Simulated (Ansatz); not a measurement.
Program: Ansatz. Geometries: PBE0-D4/def2-TZVP. ΔE: electronic, gas phase. CCSD(T)/CBS adds triple-zeta CCSD(T) − MP2 to the extrapolated MP2 energy (def2 sets, frozen cores). Functionals use def2-TZVPP. For Se outer-core shells are correlated without core-valence functions, which leaves a few kJ/mol of doubt a bond. Scalar relativity is left out up to krypton.

`BC([SiH3])C#C` + `[SiH3][SeH]` → `C#C[Se][SiH3]` + `BC[SiH3]`  (substitution at a C–C bond)

```tsv
level	ΔE (eV)
B2PLYP	0.13
r2SCAN	0.16
```

(1) What does CCSD(T)/CBS give? (Estimate.)

Largest T1 diagnostic among the species: 0.013.

Results:

(1) Ansatz gave: +0.17 eV. The listed levels differ from it by -0.04, -0.01 eV.

In def2-TZVPP, CCSD(T) changes the Hartree–Fock value by −0.06 eV (the triples alone add −0.01 eV) and MP2 by −0.09 eV.
